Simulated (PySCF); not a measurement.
**AsC⁻ at PBE0**

Computed with PBE0; As def2-SVPD, C def2-SVPD; no relativity (PySCF 2.14).

- state: ¹Σ⁺ (singlet), closed shell
- bond length: 1.700 Å
- harmonic wavenumber: 1053 cm⁻¹
- force constant: 6.75 mdyn/Å
- rotational constant Be: 0.5638 cm⁻¹
- anharmonicity ωexe: 4.02 cm⁻¹
- vibration–rotation constant αe: 0.00324 cm⁻¹
- HOMO–LUMO gap: 5.49 eV
- bond order (Mayer): 2.65
- dipole moment (positive dipole points towards C; it is taken about the centre of mass and depends on that origin): -4.19 D
